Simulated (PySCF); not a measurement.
# Reading the logs of faulty runs: AlBCH5N

These are calculations, not measurements. They come from PySCF 2.14.0, an open-source quantum chemistry program, on an isolated molecule that a program drew, which may never have been made. The molecule is AlBCH5N (charge 0, singlet), drawn as the SMILES string `C[B](N)[Al]`.

Each row is a Hartree-Fock (HF) and frozen-core CCSD(T) single point in the cc-pV(D+d)Z basis, meant for a local HF minimum. Run 1 is clean. Each other run has one planted mistake out of seven kinds, and not every kind appears here: one electron removed, one electron added, multiplicity raised by two, geometry at a saddle point, minimal basis STO-3G, one bond length entered in bohr, all coordinates scaled. The reference is restricted for singlets and unrestricted otherwise, and also for a bond in bohr. Adding or removing an electron swaps singlet and doublet. Electrons count all cores. HOMO and LUMO are orbital energies over both spins, the gradient is its largest component, and the lowest frequency (negative if imaginary) is given only where the gradient is small. Bond lengths are over the 8 bonds as drawn. T1 is the CCSD diagnostic: over 0.02 (restricted) or 0.045 (unrestricted) a single reference is doubtful.

Geometry of the clean run:
```xyz
9
AlBCH5N, angstrom
C     0.7571    0.8765    0.0688
B    -0.2835    0.7498   -1.1401
N    -1.5248    1.3876   -0.9936
Al    0.1879   -0.4002   -3.0234
H     0.3862    1.4652    0.9174
H     1.0347   -0.1139    0.4504
H     1.6932    1.3381   -0.2691
H    -2.2512    1.3780   -1.6789
H    -1.7763    1.9085   -0.1746
```

```
run  electrons  basis functions  <S^2>  HOMO (eV)  LUMO (eV)  gradient (hartree/bohr)  lowest frequency (cm^-1)  mean bond (Å)  longest bond (Å)      T1  HF (hartree)  CCSD(T) (hartree)                     mistake
  1         36               90  0.000      -6.61       1.03                  2.3e-05                        97         1.3191             2.256  0.0148    -361.83627         -362.34665                    no fault
  2         36               90  2.020      -5.79       0.80                  9.1e-03                         -         1.3191             2.256  0.0224    -361.81638         -362.30788  multiplicity raised by two
  3         35               90  0.792     -14.38      -4.96                  4.7e-02                         -         1.3191             2.256  0.0190    -361.62459         -362.10485                           ?
  4         36               90  0.000      -6.74       0.94                  3.1e-02                         -         1.3771             2.356  0.0161    -361.82243         -362.33970                           ?
```

**Which mistake was planted in run 3, and what did it cost?**

It counts 35 electrons, one fewer than the clean run, at the same geometry and basis. So the mistake is: one electron removed. Subtracting run 1 and multiplying by 627.51 kcal/mol a hartree, the energy moved by 132.8 kcal/mol in HF and 151.7 kcal/mol in CCSD(T).

**Which mistake was planted in run 4, and what did it cost?**

The mean and the longest bond both change by the same factor, 1.044, and the gradient is no longer small. So the mistake is: all coordinates scaled. Subtracting run 1 and multiplying by 627.51 kcal/mol a hartree, the energy moved by 8.7 kcal/mol in HF and 4.4 kcal/mol in CCSD(T).

